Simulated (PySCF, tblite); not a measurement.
Isomers of C2H10NO2Si2 (doublet state), one GFN2-xTB conformer each. Single-point energies are computed at B3LYP/pcH-1 (PySCF, gas phase, no added dispersion term), electronic only. GFN2-xTB treats the open shell by occupation alone, and not every SCF solution was tested for stability.

| SMILES | GFN2-xTB relative energy (kJ/mol) |
| --- | --- |
| [CH2]N(C)[Si@@H](O)O[SiH3] | 6.3 |
| CN(C)[Si@@H](O)O[SiH2] | 0.0 |

Conformers: `[CH2:1][N:2]([CH3:3])[Si@@H:4]([OH:5])[O:6][SiH3:7]` (doublet state) with H–C1–N2–C3 -20° and -176°, C1–N2–Si4–O5 -168°, N2–Si4–O5–H 147°, N2–Si4–O6–Si7 34°; `[CH3:1][N:2]([CH3:3])[Si@@H:4]([OH:5])[O:6][SiH2:7]` (doublet state) with C1–N2–Si4–O5 -162°, N2–Si4–O5–H 63°, N2–Si4–O6–Si7 112°, Si4–O6–Si7–H -55° and 71°.

Problem. What does B3LYP/pcH-1 give for the same structures?

Solution. 
```json
{"SMILES": "CN(C)[Si@@H](O)O[SiH2]", "B3LYP/pcH-1 E (Eh)": "-866.55498", "B3LYP/pcH-1 (kJ/mol)": "0.0", "GFN2-xTB (kJ/mol)": "0.0", "point group": "C1"}
{"SMILES": "[CH2]N(C)[Si@@H](O)O[SiH3]", "B3LYP/pcH-1 E (Eh)": "-866.55146", "B3LYP/pcH-1 (kJ/mol)": "9.2", "GFN2-xTB (kJ/mol)": "6.3", "point group": "C1"}
```

Both levels put the same isomer lowest. Neighbours under 21 kJ/mol apart (CN(C)[Si@@H](O)O[SiH2] and [CH2]N(C)[Si@@H](O)O[SiH3]) can change places with a better method, another conformer or zero-point energy.

Problem. What happens when harmonic zero-point energies from GFN2-xTB frequencies are added?

Solution. 
```tsv
SMILES	ZPE (kJ/mol)	electronic (kJ/mol)	with ZPE (kJ/mol)
CN(C)[Si@@H](O)O[SiH2]	322.8	0.0	4.2
[CH2]N(C)[Si@@H](O)O[SiH3]	309.4	9.2	0.0
```

The zero-point energies span 13.4 kJ/mol. [CH2]N(C)[Si@@H](O)O[SiH3] becomes the lowest.

Problem. As an exercise, what shares would exp(−E/RT) give at 1000 K from these electronic energies alone (no entropy, no degeneracies)?

Solution. RT = 8.314 kJ/mol: CN(C)[Si@@H](O)O[SiH2] 75.2 %, [CH2]N(C)[Si@@H](O)O[SiH3] 24.8 %.
